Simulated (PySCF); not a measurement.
PySCF 2.14 output of an unrestricted M06-2X calculation on a single atom or ion in aug-cc-pVDZ (7s6p4d2f, 59 functions), with no relativity, point nucleus:

```
SCF conv_tol = 1e-09
number electrons alpha = 15  beta = 10
    Y. Zhao and D. G. Truhlar.,  Theor. Chem. Acc. 120, 215 (2008)
    Y. Zhao and D. G. Truhlar.,  Theor. Chem. Acc. 120, 215 (2008)
cycle= 1 E= -1263.35347558935  delta_E= -0.00298  |g|= 0.0253  |ddm|= 0.132
cycle= 2 E= -1263.35356325701  delta_E= -8.77e-05  |g|= 0.0221  |ddm|= 0.107
cycle= 3 E= -1263.35368617071  delta_E= -0.000123  |g|= 0.00194  |ddm|= 0.0549
cycle= 4 E= -1263.35368961424  delta_E= -3.44e-06  |g|= 0.000206  |ddm|= 0.00586
cycle= 5 E= -1263.35368966722  delta_E= -5.3e-08  |g|= 1.74e-05  |ddm|= 0.00076
cycle= 6 E= -1263.35368966753  delta_E= -3.13e-10  |g|= 2.57e-06  |ddm|= 6.38e-05
converged SCF energy = -1263.35368966753  <S^2> = 8.7555561  2S+1 = 6.0018517
```

The run itself started from symmetry-adapted Hartree-Fock orbitals and held the occupation by maximum overlap, on a logarithmic radial grid, so the iterations belong to that start.

Which element, charge and spin multiplicity is this?

Fe⁺ (iron, charge +1), multiplicity 6; the state was [Ar] 3d6 4s1, high-spin 6D determinant.
